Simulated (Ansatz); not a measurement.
Consider the ligand exchange at the Si–S bond: `O=C([SiH3])S[SiH3]` + `NB(N)O` → `NB(N)O[SiH3]` + `O=C([SiH3])S`.

Computed with Ansatz on PBE0-D4/def2-TZVP structures; ΔE is electronic, products minus reactants. CCSD(T)/CBS adds triple-zeta CCSD(T) − MP2 to the extrapolated MP2 energy (def2 sets, frozen cores). Functionals use def2-TZVPP. B3LYP here is the variant with VWN-RPA as its local correlation; programs differ in this. One conformer a species, not always the lowest.

Is it downhill or uphill in electronic energy at CCSD(T)/CBS, and by how much? (Estimate.)

Ansatz gave: Downhill: ΔE = -7.9 kcal/mol.

What do these levels give: PBE-D4, r2SCAN-D4, B3LYP-D4, PBE, B3LYP, HF/def2-TZVPP, MP2/def2-TZVPP, CCSD/def2-TZVPP, CCSD(T)/def2-TZVPP, MP2/def2-QZVPP, SCS-MP2/def2-QZVPP, CCSD/CBS(def2)? (An estimate is asked.)

The calculation gave: PBE-D4 -5.5, r2SCAN-D4 -7.9, B3LYP-D4 -9.3, PBE -5.9, B3LYP -10.0, HF/def2-TZVPP -13.0, MP2/def2-TZVPP -7.7, CCSD/def2-TZVPP -9.3, CCSD(T)/def2-TZVPP -8.4, MP2/def2-QZVPP -7.5, SCS-MP2/def2-QZVPP -9.1, CCSD/CBS(def2) -8.8 kcal/mol.

Largest T1 diagnostic among the species: 0.017.

In def2-TZVPP, CCSD(T) changes the Hartree–Fock value by +4.6 kcal/mol (the triples alone add +0.9 kcal/mol) and MP2 by +5.3 kcal/mol.
